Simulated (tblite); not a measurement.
Species: C4H2NO2 (doublet state).
SMILES with atom numbers: `[N:1]#[C:2]/[CH:3]=[CH:4]/[C:5]([O:6])=[O:7]` (hydrogens: H8 on C3; H9 on C4)

A start from a force field or distance geometry was refined with GFN2-xTB geometry optimisation, gas phase in tblite. Values at the start:

| coordinate | start |
| --- | --- |
| N1≡C2 | 1.187 Å |
| C2–C3 | 1.432 Å |
| C3=C4 | 1.334 Å |
| C3–H8 | 1.074 Å |
| C4–C5 | 1.443 Å |
| C4–H9 | 1.084 Å |
| C5–O6 | 1.374 Å |
| N1–C2–C3 | 178.1° |
| C2–C3–C4 | 117.8° |
| C3–C4–C5 | 124.9° |
| C4–C5–O6 | 126.2° |
| C4–C5–O7 | 117.1° |
| O6–C5–O7 | 116.7° |
| C3–C4–C5–O6 | -2° |

Q: How do these coordinates change at the GFN2-xTB level?

A: 
```tsv
coordinate	GFN2-xTB (Å or °)	change
C4–C5	1.676	+0.233
C5–O6	1.197	-0.177
N1≡C2	1.143	-0.044
C3=C4	1.315	-0.019
C2–C3	1.416	-0.016
C3–H8	1.084	+0.010
C4–H9	1.075	-0.009
O6–C5–O7	143.2	+26.5
C4–C5–O6	109.8	-16.4
C4–C5–O7	107.0	-10.1
C3–C4–C5	119.7	-5.2
C2–C3–C4	121.1	+3.3
N1–C2–C3	178.5	+0.4
C3–C4–C5–O6	0	+2
```

The energy falls by 1.393 eV over 34 L-BFGS steps, the largest force on an atom goes from 6.16 to 0.009 eV/Å, and the atoms move by 0.152 Å rms after alignment. The bond that changes most is C4–C5 (ends: carbon bonded to 2 C and H; carbon bonded to C and 2 O), which lengthens by 0.233 Å. Bonds longer at the end by more than 0.005 Å: 2 of 8; shorter: 6. Rotational constants go from 9856, 1236, 1098 to 10288, 1269, 1130 MHz.

GFN2-xTB frequencies show an imaginary mode (58i cm⁻¹), so the point is no minimum at that level.

Conformer computed: `[N:1]#[C:2]/[CH:3]=[CH:4]/[C:5]([O:6])=[O:7]`: C3–C4–C5–O6 0°.
